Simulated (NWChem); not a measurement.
The numbers come from NWChem runs, not from measurements. System: hydrogen sulfate (HO4S (-1)), charge -1, spin multiplicity 1, at a geometry optimised with PBE0/def2-SVP. Level: G0W0@PBE0/def2-SVPD, RI basis def2-svpd-rifit.

Input file:

```
start mol
memory heap 200 mb stack 700 mb global 1700 mb
charge -1
geometry units angstroms nocenter noautoz noautosym
  O      1.413020    -0.278211    -0.543848
  S     -0.148682     0.027406     0.025362
  O      0.075912     0.001064     1.488161
  O     -0.944511    -1.084704    -0.504935
  O     -0.484820     1.344992    -0.525989
  H      1.902110    -0.303609     0.287092
end
basis spherical
  * library def2-svpd
end
basis "ri basis" bse spherical
  * library def2-svpd-rifit
end
dft
  xc pbe0
  iterations 100
  direct
  tolerances tight
end
task dft energy
gw
  states alpha occ 4 vir 2
end
task dft gw
```

NWChem printed:

```
             Northwest Computational Chemistry Package (NWChem) 7.3.0
             --------------------------------------------------------

                                NWChem Input Module
                                -------------------

 Scaling coordinates for geometry "geometry" by  1.889725989
 (inverse scale =  0.529177249)

                             Geometry "geometry" -> ""
                             -------------------------

 Output coordinates in angstroms (scale by  1.889725989 to convert to a.u.)

  No.       Tag          Charge          X              Y              Z
 ---- ---------------- ---------- -------------- -------------- --------------
    1 O                    8.0000     1.41302000    -0.27821100    -0.54384800
    2 S                   16.0000    -0.14868200     0.02740600     0.02536200
    3 O                    8.0000     0.07591200     0.00106400     1.48816100
    4 O                    8.0000    -0.94451100    -1.08470400    -0.50493500
    5 O                    8.0000    -0.48482000     1.34499200    -0.52598900
    6 H                    1.0000     1.90211000    -0.30360900     0.28709200

 Effective nuclear repulsion energy (a.u.)     273.2389325731

            Nuclear Dipole moment (a.u.)
            ----------------------------
        X                 Y               Z
 ---------------- ---------------- ----------------
     0.0000113384     0.0000283459    -0.0000075589


 Summary of "ao basis" -> "" (spherical)
 ------------------------------------------------------------------------------
       Tag                 Description            Shells   Functions and Types
 ---------------- ------------------------------  ------  ---------------------
 *                         def2-svpd                  on all atoms

 new library libraries.bse/

 Summary of "ri basis" -> "" (spherical)
 ------------------------------------------------------------------------------
       Tag                 Description            Shells   Functions and Types
 ---------------- ------------------------------  ------  ---------------------
 *                      def2-svpd-rifit               on all atoms

                                 NWChem DFT Module
                                 -----------------

 Summary of "ao basis" -> "ao basis" (spherical)
 ------------------------------------------------------------------------------
       Tag                 Description            Shells   Functions and Types
 ---------------- ------------------------------  ------  ---------------------
 O                         def2-svpd                 9       23   4s3p2d
 S                         def2-svpd                11       27   5s4p2d
 H                         def2-svpd                 4        8   2s2p

 Summary of "ao basis" -> "ao basis" (spherical)
 ------------------------------------------------------------------------------
       Tag                 Description            Shells   Functions and Types
 ---------------- ------------------------------  ------  ---------------------
 O                         def2-svpd                 9       23   4s3p2d
 S                         def2-svpd                11       27   5s4p2d
 H                         def2-svpd                 4        8   2s2p

            General Information
            -------------------
          SCF calculation type: DFT
          Wavefunction type:  closed shell.
          No. of atoms     :     6
          No. of electrons :    50
           Alpha electrons :    25
            Beta electrons :    25
          Charge           :    -1
          Spin multiplicity:     1
          Use of symmetry is: off; symmetry adaption is: off
          Maximum number of iterations: 100
          This is a Direct SCF calculation.
          AO basis - number of functions:   127
                     number of shells:    51
          Convergence on energy requested:  1.00D-06
          Convergence on density requested:  1.00D-05
          Convergence on gradient requested:  5.00D-04

              XC Information
              --------------
                         PBE0 Method XC Functional
                     Hartree-Fock (Exact) Exchange  0.250
          PerdewBurkeErnzerhof Exchange Functional  0.750
            Perdew 1991 LDA Correlation Functional  1.000 local
           PerdewBurkeErnz. Correlation Functional  1.000 non-local

             Grid Information
             ----------------
          Grid used for XC integration:  medium
          Radial quadrature: Mura-Knowles
          Angular quadrature: Lebedev.
          Tag              B.-S. Rad. Rad. Pts. Rad. Cut. Ang. Pts.
          ---              ---------- --------- --------- ---------
          O                   0.60       49          10.0       434
          S                   1.00       88          10.0       590
          H                   0.35       45          11.0       434
          Grid pruning is: on
          Number of quadrature shells:   329
          Spatial weights used:  Erf1

          Convergence Information
          -----------------------
          Convergence aids based upon iterative change in
          total energy or number of iterations.
          Levelshifting, if invoked, occurs when the
          HOMO/LUMO gap drops below (HL_TOL):  1.00D-02
          DIIS, if invoked, will attempt to extrapolate
          using up to (NFOCK): 10 stored Fock matrices.

                    Damping( 0%)  Levelshifting(0.5)       DIIS
                  --------------- ------------------- ---------------
          dE  on:    start            ASAP                start
          dE off:    2 iters        100 iters           100 iters

      Screening Tolerance Information
      -------------------------------
          Density screening/tol_rho:  1.00D-10
          AO Gaussian exp screening on grid/accAOfunc:  14
          CD Gaussian exp screening on grid/accCDfunc:  20
          XC Gaussian exp screening on grid/accXCfunc:  20
          Schwarz screening/accCoul:  1.00D-08

      Superposition of Atomic Density Guess
      -------------------------------------

 Sum of atomic energies:        -696.62809861

 Renormalizing density from      49.00 to     50

      Non-variational initial energy
      ------------------------------

 Total energy =    -707.149320
 1-e energy   =   -1536.549673
 2-e energy   =     556.161420
 HOMO         =      -0.086217
 LUMO         =       0.214026

   convergence    iter        energy       DeltaE   RMS-Dens  Diis-err    time
 ---------------- ----- ----------------- --------- --------- ---------  ------
 d= 0,ls=0.0,diis     1   -698.5659457791 -9.72D+02  2.58D-02  3.44D+00     1.5
 d= 0,ls=0.0,diis     2   -698.2128245436  3.53D-01  1.56D-02  7.77D+00     2.7
 d= 0,ls=0.0,diis     3   -698.9293614219 -7.17D-01  2.33D-03  1.82D-01     3.8
 d= 0,ls=0.0,diis     4   -698.9438886294 -1.45D-02  8.47D-04  2.62D-02     5.0
 d= 0,ls=0.0,diis     5   -698.9460589753 -2.17D-03  2.73D-04  4.20D-03     6.2
 d= 0,ls=0.0,diis     6   -698.9464446748 -3.86D-04  3.23D-05  3.62D-05     7.3
 d= 0,ls=0.0,diis     7   -698.9464484161 -3.74D-06  7.05D-06  8.65D-07     8.5
 d= 0,ls=0.0,diis     8   -698.9464484442 -2.81D-08  3.80D-06  6.23D-07     9.7

         Total DFT energy =     -698.946448444248
      One electron energy =    -1517.008713800054
           Coulomb energy =      605.097718593171
    Exchange-Corr. energy =      -60.274385810430
 Nuclear repulsion energy =      273.238932573065

 Numeric. integr. density =       50.000003060629

     Total iterative time =      9.4s

                       DFT Final Molecular Orbital Analysis
                       ------------------------------------

 Vector   23  Occ=2.000000D+00  E=-1.372196D-01
              MO Center= -9.4D-03, -5.4D-02,  7.0D-01, r^2= 2.3D+00
   Bfn.  Coefficient  Atom+Function         Bfn.  Coefficient  Atom+Function
  ----- ------------  ---------------      ----- ------------  ---------------
    55      0.500260  3 O  px                58      0.366279  3 O  px
    80      0.214996  4 O  pz                 7     -0.190322  1 O  pz
   103      0.190142  5 O  pz                83      0.153420  4 O  pz
    61      0.138695  3 O  px               106      0.136424  5 O  pz
    10     -0.125119  1 O  pz                78     -0.116890  4 O  px

 Vector   24  Occ=2.000000D+00  E=-1.214006D-01
              MO Center= -1.4D-01,  7.6D-02, -4.1D-01, r^2= 2.7D+00
   Bfn.  Coefficient  Atom+Function         Bfn.  Coefficient  Atom+Function
  ----- ------------  ---------------      ----- ------------  ---------------
   101     -0.358581  5 O  px                 6      0.327602  1 O  py
    78      0.288475  4 O  px               104     -0.268972  5 O  px
     9      0.238259  1 O  py                81      0.222741  4 O  px
    79     -0.201622  4 O  py               103      0.162614  5 O  pz
    56     -0.137797  3 O  py                80     -0.134562  4 O  pz

 Vector   25  Occ=2.000000D+00  E=-9.919169D-02
              MO Center= -4.5D-01,  9.2D-02,  1.2D-01, r^2= 2.7D+00
   Bfn.  Coefficient  Atom+Function         Bfn.  Coefficient  Atom+Function
  ----- ------------  ---------------      ----- ------------  ---------------
    56      0.370155  3 O  py                80      0.309298  4 O  pz
   103     -0.308667  5 O  pz                59      0.279831  3 O  py
    83      0.232913  4 O  pz               106     -0.232332  5 O  pz
    79     -0.219223  4 O  py               102     -0.177205  5 O  py
    82     -0.163555  4 O  py               101     -0.162828  5 O  px

 Vector   26  Occ=0.000000D+00  E= 1.507381D-01
              MO Center=  1.7D+00, -2.6D-01,  4.4D-01, r^2= 8.9D+00
   Bfn.  Coefficient  Atom+Function         Bfn.  Coefficient  Atom+Function
  ----- ------------  ---------------      ----- ------------  ---------------
    28      4.378920  2 S  s                  4     -2.151427  1 O  s
    27      1.891513  2 S  s                 54     -1.881946  3 O  s
    38      1.087781  2 S  px               100     -0.928077  5 O  s
    77     -0.843554  4 O  s                 11      0.829989  1 O  px
    63      0.437678  3 O  pz               121      0.405761  6 H  s

 Vector   27  Occ=0.000000D+00  E= 1.867514D-01
              MO Center= -1.6D+00,  2.6D-01, -2.6D-03, r^2= 1.2D+01
   Bfn.  Coefficient  Atom+Function         Bfn.  Coefficient  Atom+Function
  ----- ------------  ---------------      ----- ------------  ---------------
    38      2.477981  2 S  px                28     -2.232744  2 S  s
    77      1.896574  4 O  s                100      1.780270  5 O  s
    27     -1.337610  2 S  s                  4     -1.278922  1 O  s
    85      0.659079  4 O  py               108     -0.553504  5 O  py
    35      0.449886  2 S  px                39     -0.401091  2 S  py

 Vector   28  Occ=0.000000D+00  E= 1.939563D-01
              MO Center=  1.1D-01, -2.6D-02, -2.1D-02, r^2= 1.5D+01
   Bfn.  Coefficient  Atom+Function         Bfn.  Coefficient  Atom+Function
  ----- ------------  ---------------      ----- ------------  ---------------
    40      3.169608  2 S  pz                54     -2.163666  3 O  s
     4      0.857356  1 O  s                 77      0.826728  4 O  s
    11     -0.650055  1 O  px               100      0.629122  5 O  s
    37      0.598750  2 S  pz               109     -0.538999  5 O  pz
    86     -0.514531  4 O  pz                13     -0.356233  1 O  pz

 center of mass
 --------------
 x =  -0.03670648 y =   0.00585833 z =  -0.00555696

 moments of inertia (a.u.)
 ------------------
         349.492216207602           3.699514999626          -5.880503627856
           3.699514999626         368.293974804785           0.622913038583
          -5.880503627856           0.622913038583         369.538917907009

     Multipole analysis of the density
     ---------------------------------

     L   x y z        total         alpha         beta         nuclear
     -   - - -        -----         -----         ----         -------
     0   0 0 0     -1.000000    -25.000000    -25.000000     49.000000

     1   1 0 0      0.886117      0.443053      0.443053      0.000011
     1   0 1 0     -0.135743     -0.067886     -0.067886      0.000028
     1   0 0 1      0.200065      0.100036      0.100036     -0.000008

     2   2 0 0    -28.875817    -66.232698    -66.232698    103.589579
     2   1 1 0     -0.749860      1.066893      1.066893     -2.883645
     2   1 0 1      0.601453     -1.658304     -1.658304      3.918062
     2   0 2 0    -33.646524    -60.761826    -60.761826     87.877128
     2   0 1 1     -0.079661      0.193909      0.193909     -0.467478
     2   0 0 2    -33.394050    -60.315530    -60.315530     87.237010

 Task  times  cpu:        9.7s     wall:        9.7s

                                NWChem Input Module
                                -------------------

                                 NWChem GW Module
                                 ----------------

                             ***********************
                             ***        GW       ***
                             ***********************

 Summary of "ri basis" -> "ri basis" (spherical)
 ------------------------------------------------------------------------------
       Tag                 Description            Shells   Functions and Types
 ---------------- ------------------------------  ------  ---------------------
 O                      def2-svpd-rifit             20       64   7s6p5d2f
 S                      def2-svpd-rifit             24       78   9s6p6d3f
 H                      def2-svpd-rifit              9       23   4s3p2d

                 Memory Information
                 ------------------
          Available GA per process is          1699.9 MBs
          Available stack per process is        700.0 MBs
          Available heap per process is           0.0 MBs

          Peak memory in Initialization
              Peak GA per process is                 10.4 MBs
              Peak stack per process is               0.2 MBs
              Peak heap per process is               10.7 MBs
              Memory not in MA per process            0.0 MBs

          Peak memory in AFF Calculation
              Peak GA per process is                 65.8 MBs
              Peak stack per process is              49.6 MBs
              Peak heap per process is                0.0 MBs
              Memory not in MA per process           49.6 MBs

          Computing 2-center integrals
          Computing Inverse Cholesky factor
          Computing 3-center integrals
          Computing V_xc ...

          Computing Sigma_x
          Computing RPA polarizability
          Solving quasiparticle equations

                  Alpha Orbitals
          State     Energy (eV)     Error (eV)
          -----------------------------------
@GW        22         -6.396           0.004
@GW        23         -5.427           0.004
@GW        24         -5.001           0.004
@GW        25         -4.386           0.004
@GW        26          5.364           0.003
@GW        27          6.080           0.002

   Applying  -1.6870 eV scissor-shift to rest of particle states

   Applying   1.2622 eV scissor-shift to rest of hole states

     GW Timing Statistics
   ------------------------
   Init.   :          0.0s
     ERIs  :          0.6s
     Distr.:          0.0s
     Vxc   :          1.1s
   Sigma_x :          0.0s
   RPA     :          1.6s
   Wmn     :          0.0s
   Sigma_c :          0.0s
   GW total:          3.3s

 Task  times  cpu:        3.3s     wall:        3.3s

 Total times  cpu:       13.0s     wall:       13.0s
```
